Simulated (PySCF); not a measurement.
## A run with a changed setting

The sound run of [Eu(H2O)3]3+ (singlet in the valence; each metal's 4f electrons, 6 of them, lie in its core potential, out of spins and levels) uses PySCF 2.14.0, RKS TPSS, Eu lcecp-1-SVP with ECP52, O def2-SVP, H def2-SVP; non-relativistic Hamiltonian with scalar-relativistic core potentials where named; density fitting; no spin-orbit coupling, grid (50, 194), threshold 1e-8 and 55 cycles at the relaxed geometry. This run differs:

```python
mol = gto.M(atom='''
Eu     0.00000     0.00000    -0.00000
O      2.29948    -0.00001    -0.00000
H      2.92123     0.76573     0.14893
H      2.92122    -0.76576    -0.14893
O     -1.14973     1.99142     0.00000
H     -2.12375     2.14700     0.14893
H     -0.79745     2.91273    -0.14893
O     -1.14975    -1.99140    -0.00000
H     -0.79748    -2.91272     0.14893
H     -2.12378    -2.14697    -0.14893''',
    basis={'Eu': 'lcecp-1-SVP', 'O': 'def2-SVP', 'H': 'def2-SVP'},
    ecp={'Eu': 'lcecp-1-SVP'},
    charge=3, spin=0)
mf = dft.RKS(mol, xc='TPSS')
mf.grids.atom_grid = (50, 194)  # f atoms: unpruned, at least (60, 302)
mf = mf.density_fit()  # fitting sets: Eu AutoAux, O def2-universal-JKFIT, H def2-universal-JKFIT
mf.conv_tol = 1e-08; mf.max_cycle = 62
mf.kernel(mf.get_init_guess(key='1e'))
mf.nuc_grad_method().kernel()
```

Question: What was changed, and how did it end?

Answer: The start was changed to the bare core Hamiltonian. It converged in 13 cycles, 0.000 eV from the sound run, largest force component 0.01 eV/Å. The cycle limit differs too. No harm here: the result survives it.
```
init E= -241.683794856245
cycle= 1 E= -234.076779693102  delta_E= 7.61  |g|=  6.3  |ddm|= 13.3
cycle= 2 E= -218.250527541623  delta_E= 15.8  |g|= 8.15  |ddm|= 14.4
cycle= 3 E= -260.181234906704  delta_E= -41.9  |g|= 3.99  |ddm|= 10.1
cycle= 4 E= -262.052154053078  delta_E= -1.87  |g|= 2.48  |ddm|= 2.67
cycle= 5 E= -262.527198631413  delta_E= -0.475  |g|= 2.03  |ddm|= 1.01
...
cycle= 11 E= -263.3788809173  delta_E= -2.24e-06  |g|= 0.000322  |ddm|= 0.00332
cycle= 12 E= -263.378880939435  delta_E= -2.21e-08  |g|= 0.000155  |ddm|= 0.000505
cycle= 13 E= -263.37888094568  delta_E= -6.24e-09  |g|= 5.06e-06  |ddm|= 0.000172
Extra cycle  E= -263.378880945681  delta_E= -7.96e-13  |g|= 4.63e-06  |ddm|= 1.08e-05
converged SCF energy = -263.378880945681
```

Run from Python with OMP_NUM_THREADS=2; the lines above give its settings.
It took 8.6 s on 2 threads of Arm Neoverse V1, with other jobs on the host.

No frequency check is given that shows the relaxed geometry to be a minimum. An lcecp potential fixes the number of 4f electrons, so in runs with it no electron can move into or out of that shell.
